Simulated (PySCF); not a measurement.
C2H6BO2, SMILES O(C)[B]OC, multiplicity 2.

Geometry: ωB97X-D3(BJ)/def2-SVP. The isomer is the one that the SMILES or the coordinates give; other isomers of the formula were not compared. One conformer was computed; it need not be the lowest.

Calculation: PySCF with TDA-ωB97X/def2-SVPD.

Vertical excitations. 

| state | energy (eV) | λ (nm) | f | main pairs |
|---|---|---|---|---|
| root 1 | 4.41 | 281 | 0.048 | α HOMO→LUMO+1 86 % |
| root 2 | 5.02 | 247 | 0.000 | β HOMO→LUMO 95 % |
| root 3 | 5.91 | 210 | 0.022 | α HOMO→LUMO 88 % |
| root 4 | 6.25 | 198 | 0.002 | β HOMO−1→LUMO 67 %, β HOMO−3→LUMO 15 %, β HOMO−2→LUMO 10 % |
| root 5 | 6.55 | 189 | 0.012 | β HOMO−2→LUMO 78 % |
| root 6 | 6.63 | 187 | 0.006 | β HOMO−3→LUMO 70 %, β HOMO−1→LUMO 19 % |
| root 7 | 6.85 | 181 | 0.090 | α HOMO→LUMO+2 47 %, α HOMO→LUMO+4 24 %, α HOMO→LUMO+5 17 % |
| root 8 | 6.98 | 178 | 0.074 | α HOMO→LUMO+3 51 %, α HOMO→LUMO+2 13 %, α HOMO→LUMO+4 11 % |
| root 9 | 7.69 | 161 | 0.006 | α HOMO−1→LUMO+1 53 %, β HOMO→LUMO+3 23 % |
| root 10 | 7.78 | 159 | 0.076 | α HOMO→LUMO+5 48 %, α HOMO→LUMO+2 24 % |
Unrestricted roots are not spin-pure.
